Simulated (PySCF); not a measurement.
# Ionisation energy along the 15-electron series

Calculated with PySCF 2.14 and a two-component X2C-1e Hamiltonian (Gaussian nucleus, no Breit or QED terms), each ion in its own even-tempered basis scaled to its charge; GMP2 freezes 1s2 and drops the highest virtual spinors. Values in eV. NIST values: (m) measured, (s) semi-empirical, (t) theoretical.

| ion | configuration | GHF (spin-free) | GMP2 (spin-free) | GHF (screened spin-orbit) | GMP2 (screened spin-orbit) | NIST |
| --- | --- | --- | --- | --- | --- | --- |
| Sn³⁵⁺ | [Ne] 3s2 3p3 | 2334.6 | 2335.0 | 2307.9 | 2308.1 | 2326 ± 9 (s) |
| Te³⁷⁺ | [Ne] 3s2 3p3 | 2584.8 | 2585.1 | 2553.8 | 2554.1 | 2552 ± 4 (t) |

**Question.** Fill in the row of Sb³⁶⁺.

**Answer.** configuration: [Ne] 3s2 3p3; GHF (spin-free): 2458.1; GMP2 (spin-free): 2458.5; GHF (screened spin-orbit): 2429.3; GMP2 (screened spin-orbit): 2429.6; NIST: 2428 ± 5 (t).
